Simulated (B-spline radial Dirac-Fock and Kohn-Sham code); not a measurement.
**K-shell conversion coefficients of Ga against transition energy**

Calculated with a radial atomic solver, using a Dirac-Hartree-Slater potential of the neutral atom with a Latter tail (no hole, which puts coefficients of high multipoles low close above an edge), finite nucleus with surface currents. Subshells within 1 keV of threshold and pair formation are left out.

```tsv
energy (keV)	E1	E4	E5	M1	M2	M4
11.5	27.8	5320	20300	32.0	2380	187000
13.2	19.4	30800	287000	21.3	1390	347000
17.5	9.14	52300	824000	9.20	463	230000
20	6.34	43200	735000	6.20	275	147000
25.1	3.36	23700	411000	3.17	114	58100
40.9	0.827	3510	51800	0.764	17.4	5680
46.7	0.561	1930	26500	0.522	10.5	2910
50	0.459	1400	18500	0.430	8.16	2050
57	0.311	752	9180	0.297	5.00	1050
63.6	0.225	442	5020	0.218	3.33	597
92.4	0.0733	67.9	598	0.0776	0.854	87.1
100	0.0578	45.3	378	0.0626	0.644	58.1
130	0.0262	11.7	81.1	0.0310	0.256	15.4
149	0.0174	5.81	36.3	0.0217	0.160	7.77
200	0.00725	1.28	6.51	0.0102	0.0598	1.84
288	0.00253	0.208	0.820	0.00410	0.0186	0.335
394	0.00107	0.0471	0.152	0.00194	0.00717	0.0842
409	0.000970	0.0397	0.125	0.00178	0.00643	0.0718
416	0.000928	0.0368	0.115	0.00171	0.00611	0.0669
422	0.000894	0.0345	0.107	0.00165	0.00586	0.0629
500	0.000580	0.0164	0.0459	0.00112	0.00360	0.0313
568	0.000426	0.00962	0.0251	0.000841	0.00252	0.0188
1000	0.000126	0.00122	0.00240	0.000251	0.000574	0.00243
1010	0.000124	0.00118	0.00232	0.000246	0.000560	0.00235
1050	0.000115	0.00104	0.00202	0.000227	0.000509	0.00206
1370	7.13e-05	0.000473	0.000826	0.000135	0.000272	0.000894
2000	3.90e-05	0.000178	0.000275	6.66e-05	0.000118	0.000305
2180	3.44e-05	0.000145	0.000219	5.72e-05	9.89e-05	0.000243
2210	3.37e-05	0.000141	0.000211	5.59e-05	9.62e-05	0.000234
```

Task: How fast do they fall between 2000 and 2210 keV?

Result: As powers of the energy: E1 E^-1.47, E4 E^-2.35, E5 E^-2.63, M1 E^-1.77, M2 E^-2.07, M4 E^-2.63. Within one type (E or M) the higher multipoles fall faster.
